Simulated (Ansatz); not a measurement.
## The HOMO–LUMO gap down a group: C to Sn

One atom is swapped for its congeners: CH3 (methyl radical) `[CH3]`; SiH3 (silyl radical) `[SiH3]`; GeH3 `[GeH3]`; SnH3 `[SnH3]`. All are doublets with charge 0.

Shapes, held fixed at every level: PBE0-D4/def2-TZVP. Programs: Ansatz 0.2.0. Values in eV.

```json
{"level": "SPW92/def2-TZVPP", "CH3": "1.83", "SiH3": "1.32", "GeH3": "1.11", "SnH3": "0.88"}
{"level": "PBE-D4/def2-TZVPP", "CH3": "2.52", "SiH3": "1.84", "GeH3": "1.49", "SnH3": "1.17"}
{"level": "B3LYP-D4/def2-TZVPP", "CH3": "4.37", "SiH3": "3.15", "GeH3": "2.83", "SnH3": "2.42"}
{"level": "BHLYP-D4/def2-TZVPP", "CH3": "7.56", "SiH3": "5.51", "GeH3": "5.23", "SnH3": "4.63"}
{"level": "wB97M-V/def2-TZVPP", "CH3": "9.22", "SiH3": "7.25", "GeH3": "7.34", "SnH3": "6.76"}
{"level": "wB97X-V/def2-TZVPP", "CH3": "9.59", "SiH3": "7.75", "GeH3": "7.58", "SnH3": "7.00"}
```

At wB97X-V/def2-TZVPP the HOMO–LUMO gap falls at every step, from 9.59 to 7.00 eV. 5 of 6 levels show this order throughout; 6 agree on the largest and the smallest. Open shells run unrestricted unless RO is named. For atoms past krypton def2 sets carry core potentials with scalar relativity. Relativity is left out for Ge unless named. Orbital gaps aren't excitation energies, and the LUMO depends on the basis.
